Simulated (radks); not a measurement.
Results of a calculation; reference values are marked as such.
All-electron atom: the neodymium ion Nd+ in [Xe] 4f4 6s1.

Level of theory: non-relativistic Kohn-Sham, PBEsol, spin-unpolarised, spherical densities, point nucleus; relativity is left out, which matters for an element this heavy (a radial shooting solver on a logarithmic mesh with Libxc functionals).

Energy parts (hartree):
part                       energy
total                  -9283.0065
kinetic                 9279.7531
electron-nucleus      -21993.8020
Hartree                 3642.0792
exchange-correlation    -211.0367

Orbitals (lengths in bohr, moments of r in powers of bohr; <r^-3> diverges for s and p1/2):
1s: occ. 2; eigenvalue (hartree) -1510.696; <r> 0.02531; <r^4> 1.851e-06; <r^2> 0.0008562
2s: occ. 2; eigenvalue (hartree) -236.9195; <r> 0.1081; <r^4> 0.0003178; <r^2> 0.01372
2p: occ. 6; eigenvalue (hartree) -224.5860; <r^-3> 7278; <r> 0.09183; <r^4> 0.0002039; <r^2> 0.01023
3s: occ. 2; eigenvalue (hartree) -51.40039; <r> 0.2817; <r^4> 0.01228; <r^2> 0.09045
3p: occ. 6; eigenvalue (hartree) -46.01049; <r^-3> 1444; <r> 0.2715; <r^4> 0.01139; <r^2> 0.08522
3d: occ. 10; eigenvalue (hartree) -35.96287; <r^-3> 243.1; <r> 0.2425; <r^4> 0.008516; <r^2> 0.06913
4s: occ. 2; eigenvalue (hartree) -10.23115; <r> 0.6400; <r^4> 0.3101; <r^2> 0.4618
4p: occ. 6; eigenvalue (hartree) -8.18980; <r^-3> 311.9; <r> 0.6581; <r^4> 0.3625; <r^2> 0.4922
4d: occ. 10; eigenvalue (hartree) -4.59022; <r^-3> 43.53; <r> 0.7063; <r^4> 0.5461; <r^2> 0.5786
5s: occ. 2; eigenvalue (hartree) -1.54627; <r> 1.556; <r^4> 10.99; <r^2> 2.723
5p: occ. 6; eigenvalue (hartree) -1.00879; <r^-3> 41.88; <r> 1.759; <r^4> 19.10; <r^2> 3.510
4f: occ. 4; eigenvalue (hartree) -0.38633; <r^-3> 5.393; <r> 1.025; <r^4> 6.169; <r^2> 1.412
6s: occ. 1; eigenvalue (hartree) -0.28562; <r> 4.212; <r^4> 581.6; <r^2> 19.87

The highest occupied level is 6s at -7.772 eV. Virial ratio -V/T = 2.00035. The electron density at the nucleus is 1.532e+05 e/bohr^3.
